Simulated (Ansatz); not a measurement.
Si(H)2(SeH)2 (H4Se2Si), SMILES [SeH][SiH2][SeH].

The structure is a stationary point at PBE0-D3(BJ)/def2-SVP. This is a generated structure with no PubChem entry under its InChIKey; it may be hypothetical. The values are those of a single conformer.

Two levels are set side by side: PBE/def2-SVPD (Ansatz, an electronic-structure program) and CAM-B3LYP/def2-SVPD (Ansatz). Energy differences of separate SCF runs at the same geometry; the states with an electron removed or added have multiplicity 2 and 2. Differences are taken from unrounded values.

| quantity | CAM-B3LYP |
|---|---|
| vertical ionisation energy (eV) | 9.14 |
| vertical singlet–triplet gap (eV) | 4.91 |

**Question.** What does PBE give, and how far is it from CAM-B3LYP? (The exact figures need the calculation; the answer reports its results.)

**Answer.** 
| quantity | PBE | PBE minus CAM-B3LYP |
|---|---|---|
| vertical ionisation energy (eV) | 8.64 | -0.50 |
| vertical singlet–triplet gap (eV) | 4.24 | -0.67 |
